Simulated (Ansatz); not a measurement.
A series at In: from `[Br][In]([Br])[Br]`, ligands are replaced one by one, each step taking up H₂O and setting free HBr; n counts the steps. Ansatz, PBE0-D4/def2-TZVP geometries. Each molecule was computed in one conformer, which needn't be the lowest.

CBS adds triple-zeta CCSD(T) − MP2 to the MP2 limit, frozen cores; atoms without spin–orbit coupling. Elements past krypton have def2 core potentials. Outer-core shells of Br, In are correlated without core-valence functions. Scalar relativity is left out up to krypton. Spin–orbit coupling is left out.

| n | molecule | atomization energy, CCSD(T)/CBS (kJ/mol) |
| --- | --- | --- |
| 0 | `[Br][In]([Br])[Br]` | 918.3 |
| 1 | `[OH][In]([Br])[Br]` | 1392.6 |
| 2 | `[OH][In]([OH])[Br]` | ? |
| 3 | `[OH][In]([OH])[OH]` | 2334.2 |

Problem. By hand: fit a straight line y = ȳ + b (n − n̄) to the 3 given rows and predict n = 2.

Solution. n̄ = 1.333, ȳ = 1548.37; Σ(n − n̄)(y − ȳ) = 2201.73, Σ(n − n̄)² = 4.667, so b = 471.77 kJ/mol a step. Prediction: 1548.37 + (471.77) × (0.667) = 1863.0 kJ/mol.

Problem. By hand: compare with the computed value, 1864.5 kJ/mol, and give the steps along the whole series.

Solution. The line misses by 1.5 kJ/mol (computed minus predicted). Steps: 474.3, 471.9, 469.7 kJ/mol.

The steps differ by at most 4.6 kJ/mol, 1.0 % of a mean step, so the ligands' effects nearly add and a line is close. The miss is 0.1 % of the series' range. The energies themselves are unsure by some kJ/mol a bond, though much of that is common to the series.
